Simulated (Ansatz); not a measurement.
System: FeH (charge 0, sextet). The spin state was set by rule; other spins were not relaxed. SMILES: [FeH]
Structure (B3LYP-D3(BJ)/def2-TZVP (Ansatz, a quantum-chemistry and plane-wave program) minimum search):
```xyz
2

Fe     0.0000     0.0000    -0.0627
H      0.0000     0.0000     1.6303
```
Charge 0, spin multiplicity 6.

Question: Give the harmonic wavenumbers at B3LYP-D3(BJ)/def2-TZVP (Ansatz, finite differences of forces, unscaled).

Answer: 1550 cm⁻¹. Zero-point energy 2.2 kcal/mol.

Question: From these and the geometry, give the ideal-gas thermochemistry at 298.15 K and 1 atm (rigid rotor, harmonic oscillator).

Answer: Point group C∞v, rotational symmetry number 1. Rotational constants 178.1, 178.1 GHz. S(trans) 38.03, S(rot) 9.05, S(vib) 0.01, S(elec, spin only) 3.56, S 50.7 cal/(mol K). H(298) - H(0) 2.08 kcal/mol; G - E(el) -10.8 kcal/mol.
